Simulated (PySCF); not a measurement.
AlFH2. Atoms are numbered in the order given.

```xyz
4

Al     0.0000     0.0000     0.5617
H      0.0000     1.4011     1.2773
H      0.0000    -1.4011     1.2773
F      0.0000     0.0000    -1.0951
```
Charge 0, spin multiplicity 1.

Geometry: TPSSh-D3(BJ)/def2-TZVP.

These are TPSSh-D3(BJ)/def2-TZVP run with PySCF 2.14.0 values and carry that method's errors.

Frequencies are harmonic and unscaled.

Computed harmonic wavenumbers and intensities:
```json
[
 {"mode": "1", "ν (cm⁻¹)": "546", "IR (km/mol)": "116.4", "moving atoms (share of kinetic energy)": "H 82 %, Al 11 %"},
 {"mode": "2", "ν (cm⁻¹)": "622", "IR (km/mol)": "277.4", "moving atoms (share of kinetic energy)": "H 85 %, Al 13 %"},
 {"mode": "3", "ν (cm⁻¹)": "763", "IR (km/mol)": "49.3", "moving atoms (share of kinetic energy)": "H 78 %, F 20 %"},
 {"mode": "4", "ν (cm⁻¹)": "837", "IR (km/mol)": "236.0", "moving atoms (share of kinetic energy)": "F 40 %, Al 40 %, H 20 %"},
 {"mode": "5", "ν (cm⁻¹)": "1975", "IR (km/mol)": "51.4", "moving atoms (share of kinetic energy)": "H 98 %"},
 {"mode": "6", "ν (cm⁻¹)": "1987", "IR (km/mol)": "249.8", "moving atoms (share of kinetic energy)": "H 94 %"}
]
```
